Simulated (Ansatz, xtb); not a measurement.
**Isomers of C5H4Br2 in order of energy**

6 gas-phase structures of C5H4Br2, from a drawn sample of its isomers (lower ones may exist). Each was relaxed with GFN2-xTB:

A. `BrC1=C[C@@H](Br)C=C1`, a singlet
B. `BrC1=CC=C[C@@H]1Br`, a singlet
C. `BrC1(Br)C=CC=C1`, a singlet
D. `BrC1=CCC(Br)=C1`, a singlet
E. `BrC1=C(Br)CC=C1`, a singlet
F. `BrC1=CC=C(Br)C1`, a singlet

Make a reasoned guess at their ranking by r2SCAN-D4/def2-SVP//GFN2-xTB single-point energy.

Calculated order at r2SCAN-D4/def2-SVP//GFN2-xTB: F (0.0), D (1.4), E (3.3), A (15.4), B (17.9), C (33.0) kJ/mol. Less than 1 kcal/mol parts F and D; D and E; A and B, so the order within those pairs means little.

Energies above the lowest of each column, in kJ/mol; the last columns are at r2SCAN-D4/def2-SVP geometries:

```csv
structure,GFN2-xTB,HF/STO-3G,r2SCAN-D4/def2-SVP//GFN2-xTB,r2SCAN-D4/def2-SVP,CCSD(T)/def2-SVP + ΔMP2/def2-TZVPP
F,0.0,0.0,0.0,0.0,0.0
D,2.7,0.7,1.4,1.2,0.2
E,7.3,2.0,3.3,2.9,0.9
A,25.4,25.2,15.4,14.8,6.8
B,28.0,27.0,17.9,17.2,8.4
C,48.7,54.7,33.0,31.7,20.9
```

Every level run on F puts it lowest or level with the lowest. ΔMP2 is the change of the MP2 energy from the smaller to the larger basis.

Over these structures GFN2-xTB departs from r2SCAN-D4/def2-SVP//GFN2-xTB by 5.1 kJ/mol on average once a common shift is removed. A GFN2-xTB relaxation took about 0.054 s and the r2SCAN-D4/def2-SVP//GFN2-xTB energy about 4.8 s on a shared host (Ansatz 0.2.0, xtb 6.7.1).
